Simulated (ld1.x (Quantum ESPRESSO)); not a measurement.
## beryllium (Be): PAW pseudisation with PBE, non-relativistic reference atom.

Be, PAW, made with ld1.x (Quantum ESPRESSO) 7.5 (PBE, non-relativistic). Core none, reference 1s2 2s1 2p0 (charge +1). Waves: 1s (bound): rcut 0.65, rcutus 0.80 bohr; 2s (bound): rcut 0.65, rcutus 0.80 bohr; 2p (bound, empty): rcut 3.40, rcutus 4.75 bohr; 2p channel at 0.6 Ry: rcut 3.40, rcutus 4.75 bohr; 3d channel at 0.45 Ry: rcut 3.45, rcutus 4.30 bohr; 3d channel at 2.9 Ry: rcut 3.45, rcutus 4.30 bohr. Local part: all-electron potential smoothed inside 3.80 bohr (lloc = -1). Core correction: none. Augmentation charge: BG, radius 0.55 bohr.

* Cutoffs needed: 120 Ry and 160 Ry (the cutoffs (Ry, on a coarse ladder) from which the occupation-weighted sum of valence levels, in a spherical-Bessel basis at the reference potential, stays within 10 and 1 mRy of its value at 400 Ry)
* Ghost test: no extra level below or beside the all-electron valence levels (s, p, d, f tested) (spherical-Bessel basis up to 400 Ry, 20 bohr box)
* Configuration tests: test run stopped at test 1 of 7 (negative rho)
* Lowest eigenvalue of the overlap operator: 0.72 (p channel)
